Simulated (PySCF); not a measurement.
# Computed structure and properties of Nd2S3

System: Nd2S3 (singlet in the valence; each metal's 4f electrons, 3 of them, lie in its core potential, out of spins and levels); start: template (D3h). Method: PySCF 2.14.0, RKS B3LYP, Nd lcecp-1-SVP with ECP49, S def2-SVP; non-relativistic Hamiltonian with scalar-relativistic core potentials where named; density fitting; no spin-orbit coupling.

Input of the relaxation:

```python
mol = gto.M(atom='''
Nd     0.00000    -0.00000     1.70910
Nd    -0.00000     0.00000    -1.70910
S      1.84279     0.00001    -0.00000
S     -0.92140     1.59590     0.00000
S     -0.92139    -1.59591    -0.00000''',
    basis={'Nd': 'lcecp-1-SVP', 'S': 'def2-SVP'},
    ecp={'Nd': 'lcecp-1-SVP'},
    charge=0, spin=0)
mf = dft.RKS(mol, xc='B3LYP')
mf.grids.atom_grid = (50, 194)  # f atoms: unpruned, at least (60, 302)
mf = mf.density_fit()  # fitting sets: Nd AutoAux, S def2-universal-JKFIT
mf.conv_tol = 1e-08; mf.max_cycle = 55
mf.kernel(dm0)  # dm0: converged density of the start geometry
# quasi-Newton relaxation in Cartesian coordinates to a largest gradient under 0.00045 Eh/bohr, steps kept in the point group
```

Run from Python with OMP_NUM_THREADS=2; the lines above give its settings. Where DIIS fails, smearing, a level shift and second-order steps follow.
It took 59 s on 2 threads of Arm Neoverse V2, on a shared host, from the converged density of the start.

Course of the relaxation:

| step | energy above end (eV) | largest force component within the symmetry (eV/Å) |
| --- | --- | --- |
| 0 | 0.8675 | 2.771 |
| 1 | 0.3729 | 1.614 |
| 2 | 0.0433 | 0.444 |
| 3 | 0.0059 | 0.342 |
| 4 | 0.0019 | 0.206 |
| 5 | 0.0003 | 0.060 |
| 6 | 0.0000 | 0.010 |
| 7 | 0.0000 | 0.001 |

Relaxed geometry (D3h):

```xyz
5

Nd    0.0000    0.0000    1.6147
Nd    0.0000    0.0000   -1.6147
S     2.0743    0.0000    0.0000
S    -1.0372    1.7964    0.0000
S    -1.0372   -1.7964    0.0000
```

```json
{"contact": "Nd1–S3 (S)", "Å": "2.629"}
{"contact": "Nd1–S4 (S)", "Å": "2.629"}
{"contact": "Nd1–S5 (S)", "Å": "2.629"}
```

On the finer grid (75, 302):

- HOMO: -4.87 eV
- LUMO: -1.98 eV
- Dipole about the centre of mass: 0.00 D
- Set of Mulliken populations of Nd1 outside the core potential: s 2.33, p 6.24, d 1.69, f 0.04
- D3(BJ) dispersion energy (not in the energies): -0.634 eV

```json
{"atom": "Nd1", "Mulliken (e)": "0.70", "Löwdin (e)": "0.01", "spin (e)": "0.00"}
{"atom": "Nd2", "Mulliken (e)": "0.70", "Löwdin (e)": "0.01", "spin (e)": "0.00"}
{"atom": "S3", "Mulliken (e)": "-0.47", "Löwdin (e)": "-0.01", "spin (e)": "0.00"}
{"atom": "S4", "Mulliken (e)": "-0.47", "Löwdin (e)": "-0.01", "spin (e)": "0.00"}
{"atom": "S5", "Mulliken (e)": "-0.47", "Löwdin (e)": "-0.01", "spin (e)": "0.00"}
```

The 4f levels lie in the core potential and are missing. Their spin isn't counted.

On the grid (50, 194), as all that follows. Harmonic modes: a minimum; lowest 166 cm⁻¹ (negative: unstable), highest 346 cm⁻¹, zero-point energy 0.133 eV.

Rigid scan of S along the line from its metal:

```tsv
distance to S3 (Å)	energy (eV)
2.33	0.552
2.43	0.218
2.53	0.049
2.63	0.000
2.73	0.039
2.83	0.145
2.93	0.299
3.08	0.596
```

One start shape was tried, so this needn't be the lowest isomer.

An lcecp potential fixes the number of 4f electrons, so in runs with it no electron can move into or out of that shell.
